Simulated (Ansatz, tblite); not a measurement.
Cost and result up the ladder for Ag₃⁺ (the lowest singlet isomer of a short search) (3 atoms). Total charge 1; singlet. Geometry: B3LYP-D4/def2-TZVP.

```xyz
3

Ag    0.4745   -1.0047   -1.1188
Ag   -0.7018    1.3535   -0.4020
Ag    0.2274   -0.3489    1.5208
```

Ansatz on 4 threads of Intel Xeon 6975P-C on a shared host; xTB runs through tblite on one thread. Times are rough, summed over both states, and most runs start from the orbitals of an earlier one. PBE-QIDH/def2-TZVP serves as the yardstick here, not as an exact answer. The other state is a quintet at its own geometry, which has other bonds, so the gap mixes isomer and spin.

In the def2 sets Ag takes a core potential; there is no spin–orbit coupling. The xTB rows come from tblite. Correlated methods freeze no core orbitals; core or outer-core shells of Ag are correlated, in sets that lack core-valence functions. HOMO above LUMO, or a gap near zero within one spin, warns that the state may not be the lowest or that an electron is smeared out. At PBE0-D4/def2-TZVP a singlet of charge 1 lies 7.30 eV below the quintet, each at its own geometry. The structure comes from a short search, and lower isomers may exist.

Second-order perturbation terms are unreliable where d shells bring near-degenerate states, and here PBE-QIDH/def2-TZVP lies more than 0.4 eV from the median of the functionals without such a term.

Correlated methods converge slowly with the basis.

xTB has no spin-polarisation term.

```
                            level  functions  wall time  quintet − singlet (eV)  difference from PBE-QIDH/def2-TZVP (eV)                                  remarks
                         GFN1-xTB         27    0.007 s                    5.69                                    -2.52                                        –
                         GFN2-xTB         27    0.014 s                    5.93                                    -2.28                                        –
                 PBE-D4/def2-TZVP        120      3.5 s                    6.51                                    -1.70  gap within one spin near zero (quintet)
                RPA@PBE/def2-TZVP        120      4.3 s                    5.47                                    -2.74                                        –
               BHLYP-D4/def2-TZVP        120      5.4 s                    7.76                                    -0.45                                        –
                PBE0-D4/def2-TZVP        120      6.5 s                    7.30                                    -0.91                                        –
r2SCAN-D4/def2-TZVP (with forces)        120      7.2 s                    6.78                                    -1.43  gap within one spin near zero (quintet)
               PBE-QIDH/def2-TZVP        120      8.3 s                    8.21                                     0.00                                        –
                ωB97X-V/def2-TZVP        120      9.5 s                    8.26                                     0.05                                        –
```
